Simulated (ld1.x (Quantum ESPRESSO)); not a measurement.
Reading a pseudo-wave (zinc (Zn))

Columns: radius, all-electron u(r) and pseudo u(r) of the 4s shell (level -6.75 eV) of zinc in the configuration [Ar] 3d10 4s1.5 4p0.5; PBE, scalar-relativistic, ultrasoft scheme, ld1.x (Quantum ESPRESSO) 7.5.

```csv
r (bohr),all-electron,pseudo
0.158,-0.1718,-0.0580
0.315,0.0940,-0.1168
0.473,0.2786,-0.1780
0.630,0.2306,-0.2412
0.788,0.0681,-0.3067
0.945,-0.1165,-0.3727
1.102,-0.2830,-0.4377
1.260,-0.4183,-0.4997
1.418,-0.5197,-0.5556
1.575,-0.5902,-0.6023
1.732,-0.6354,-0.6377
1.890,-0.6601,-0.6602
2.047,-0.6683,-0.6683
2.205,-0.6640,-0.6640
2.362,-0.6502,-0.6502
2.520,-0.6291,-0.6291
2.678,-0.6030,-0.6030
2.835,-0.5736,-0.5736
2.992,-0.5422,-0.5422
3.150,-0.5095,-0.5095
3.308,-0.4765,-0.4765
3.465,-0.4440,-0.4440
3.622,-0.4124,-0.4124
3.780,-0.3816,-0.3816
3.938,-0.3522,-0.3522
4.095,-0.3245,-0.3245
```

**Question.** How many radial nodes do the two functions have?

**Answer.** The all-electron 4s function has n − l − 1 = 3 (the table is too coarse to show those close to the nucleus); the pseudo-wave has 0, since the states of the same l below it are removed with the core.

**Question.** At about which radius was the pseudo-wave matched?

**Answer.** 1.95 bohr, where the columns begin to agree (steps of 0.16 bohr).

**Question.** Is the pseudo-wave norm-conserving?

**Answer.** No, it belongs to an ultrasoft set: the norm inside the radius is not constrained, and the difference is carried by the augmentation charge.
